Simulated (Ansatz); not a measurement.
GeH2 (SMILES [GeH2]): methods side by side

GeH2 has 3 atoms, charge 0, and is taken as a singlet. SMILES: `[GeH2]`. Geometry: relaxed at PBE0-D4/def2-TZVP.

```xyz
3

Ge   -0.5701    0.4051   -0.2637
H     0.7830    0.7436    0.5090
H    -0.2129   -1.1487   -0.2453
```

Each level gives the energy change with the Ge1–H3 bond stretched from 1.594 to 3.986 Å (eV). The values are calculated.

| level | kind | program | value (eV) | less FCI/STO-3G |
| --- | --- | --- | --- | --- |
| HF/STO-3G (restricted) | Hartree–Fock | Ansatz | 9.14 | +5.00 |
| PBE/STO-3G (restricted) | GGA | Ansatz | 6.27 | +2.13 |
| r2SCAN/STO-3G (restricted) | meta-GGA | Ansatz | 6.65 | +2.51 |
| BHLYP/STO-3G (restricted) | global hybrid | Ansatz | 7.77 | +3.63 |
| r2SCAN0/STO-3G (restricted) | hybrid meta-GGA | Ansatz | 7.30 | +3.16 |
| MP2/STO-3G (restricted) | perturbation theory | Ansatz | 5.24 | +1.10 |
| BCCD(T)/STO-3G (restricted) | coupled cluster or CI | Ansatz | 4.13 | -0.01 |
| CCSDT(Q)/STO-3G (restricted) | coupled cluster or CI | Ansatz | 4.15 | +0.01 |
| FCI/STO-3G | exact in the basis | Ansatz | 4.14 | 0.00 |

FCI/STO-3G is exact within its basis and frozen core, so for wave-function methods in that basis the difference is their error; functionals converge differently with the basis, so for them it is only a difference. A spin-restricted reference rises too steeply as a bond breaks; here HF/STO-3G, PBE/STO-3G, r2SCAN/STO-3G, BHLYP/STO-3G, r2SCAN0/STO-3G, MP2/STO-3G lie well above the multireference or unrestricted value. All-electron rows without a relativistic Hamiltonian named are non-relativistic. The first shape isn't each level's own minimum. The values span 4.13 to 9.14 eV. All rows use very small basis sets, so none should be taken for the real molecule's value. In the correlated wave-function rows the outer d shell of Ge is correlated, in sets not made for it.
